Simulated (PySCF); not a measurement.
# Stretching NdH

Set-up: Nd x2c-SVPall, H x2c-SVPall; spin-free X2C with a Gaussian nucleus (PySCF 2.14). Energies in eV from Nd (4f4 6s2) + H in their ground configurations at the same level. State: sextet, about 3.9 electrons in the 4f shell (Mulliken), real f orbitals that mix terms.

```json
{"R (Å)": "1.836", "r²SCAN": "-2.091"}
{"R (Å)": "1.921", "r²SCAN": "-2.274"}
{"R (Å)": "2.007", "r²SCAN": "-2.381"}
{"R (Å)": "2.071", "r²SCAN": "-2.420"}
{"R (Å)": "2.135", "r²SCAN": "-2.431"}
{"R (Å)": "2.199", "r²SCAN": "-2.418"}
{"R (Å)": "2.284", "r²SCAN": "-2.370"}
{"R (Å)": "2.391", "r²SCAN": "-2.275"}
{"R (Å)": "2.519", "r²SCAN": "-2.122"}
{"R (Å)": "2.690", "r²SCAN": "-1.882"}
```

**Question.** Put a parabola through the three lowest points of the r²SCAN curve and estimate Re, k and ωe (reduced mass 1.001 u; 1 eV/Å² = 0.16022 mdyn/Å; ωe = 1302.8·√(k/μ) cm⁻¹).

**Answer.** Through R = 2.071, 2.135, 2.199 Å the second-order coefficient is 2.93 eV/Å², so Re ≈ 2.132 Å, k ≈ 0.939 mdyn/Å and ωe ≈ 1262 cm⁻¹. A polynomial fit of higher order to the unrounded r²SCAN energies gives Re = 2.130 Å, k = 0.940 mdyn/Å, ωe = 1263 cm⁻¹; anharmonicity and rounding make the difference.

The higher-order fit for each curve: r²SCAN: Re = 2.130 Å, ωe = 1263 cm⁻¹, De = 2.43 eV.

These are scalar-relativistic numbers at best; spin–orbit coupling would shift them, the dissociation energy most. With d or f electrons several states lie close, and the lowest PBE0 determinant need not be the measured ground state.
